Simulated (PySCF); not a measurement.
C3H7O2, SMILES CC([O])CO, doublet, B3LYP/def2-SVP optimised geometry.

```
12

C     -1.44     0.49     0.00
C      0.10     0.49     0.00
O      0.64     1.20     1.02
C      0.72    -0.91    -0.13
O      0.28    -1.49    -1.34
H     -1.81    -0.02     0.90
H     -1.82     1.52     0.00
H     -1.82    -0.05    -0.88
H      0.43     1.06    -0.91
H      0.42    -1.52     0.75
H      1.82    -0.80    -0.09
H      0.60    -2.40    -1.39
```

Density from unrestricted B3LYP/def2-TZVP (PySCF) at that geometry.

Minimum of the electron density along straight lines between bonded atoms, close to the bond critical point (lines longer than 1.1 times the sum of covalent radii, or with two minima, are not listed):

```
bond    length / Å  ρ at the minimum / e bohr⁻³  ∇²ρ there / e bohr⁻⁵  position (fraction from the first atom)
------  ----------  ---------------------------  --------------------  ---------------------------------------
C1–C2        1.536                        0.244                 -0.61                                     0.49
C2–O3        1.360                          ___                 -0.68                                     0.35
C2–C4        1.538                        0.253                 -0.66                                     0.50
C4–O5        1.411                        0.264                 -0.62                                     0.36
C1–H6        1.102                        0.272                 -0.91                                     0.64
C1–H7        1.100                        0.274                 -0.93                                     0.64
C1–H8        1.099                        0.275                 -0.94                                     0.64
C2–H9        1.123                        0.259                 -0.86                                     0.65
C4–H10       1.110                        0.276                 -0.95                                     0.64
C4–H11       1.107                        0.279                 -0.96                                     0.65
O5–H12       0.965                        0.360                 -2.40                                     0.80
```

**Question.** Fill in the missing entries.

**Answer.** 
- C2–O3, ρ at the minimum / e bohr⁻³: 0.302
